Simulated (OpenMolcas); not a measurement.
Ce3+ among 8 point charges of -1 e arranged as a cube (Oh).

```yaml
Program: OpenMolcas 26.06
Method: CASSCF
Basis: ANO-RCC-VDZP [7s6p4d2f1g]
Scalar_Hamiltonian: DKH2, point nucleus
Active_space: 1 electron in 7 orbitals (4f)
State_averaging: 2S+1 = 2 odd, 7 roots
Spin-orbit_coupling: RASSI with atomic mean-field integrals over the reference wave functions
```

All point charges move together. At R = 2.45 Å the width of the lowest J multiplet is 326 cm-1, and at R = 2.9 Å it is 151 cm-1.

Question: A third run gives 260 cm-1. What distance was it run at?

Answer: With a power law R^-n the two known points give n = -ln(151 / 326) / ln(2.9 / 2.45) = 4.56. Then R = 2.45 × (326 / 260)^(1/4.56) = 2.575 Å. The run was at 2.58 Å, so the estimate is off by -0.005 Å.

This is an electrostatic model: the charges have no orbitals. No measured value stands beside these numbers.
